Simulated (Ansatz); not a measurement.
```tsv
atom	x (Å)	y (Å)	z (Å)
C	0.0000	1.4000	0.0000
C	1.2124	0.7000	0.0000
C	1.2124	-0.7000	0.0000
C	0.0000	-1.4000	0.0000
C	-1.2124	-0.7000	0.0000
C	-1.2124	0.7000	0.0000
C	2.4249	1.4000	0.0000
C	3.6373	0.7000	0.0000
C	3.6373	-0.7000	0.0000
C	2.4249	-1.4000	0.0000
H	0.0000	-2.4850	0.0000
H	-2.1521	-1.2425	0.0000
H	-2.1521	1.2425	0.0000
H	2.4249	2.4850	0.0000
H	4.5769	1.2425	0.0000
H	4.5769	-1.2425	0.0000
H	2.4249	-2.4850	0.0000
```

Basis set: def2-TZVP (spherical functions). Charge 0, multiplicity 2.

Computed with Ansatz (development build ahead of 0.2.0); each method stands on the lowest determinant of its kind that the runs found. Restricted functionals stand beside restricted open-shell atoms, which can lie above the unrestricted atoms usual in DFT and then raise those values.

The atomization energy at this shape (free ground-state atoms in the same class of orbitals less the molecule, no zero-point energy) of doublet C₁₀H₇:

```tsv
method	atomization energy
ωB97X (unrestricted)	2034.38 kcal/mol
PBE0 (restricted open-shell)	2084.91 kcal/mol
```

What does PBE0 (unrestricted) give?

2073.99 kcal/mol.

The shape needn't be a minimum at these levels.
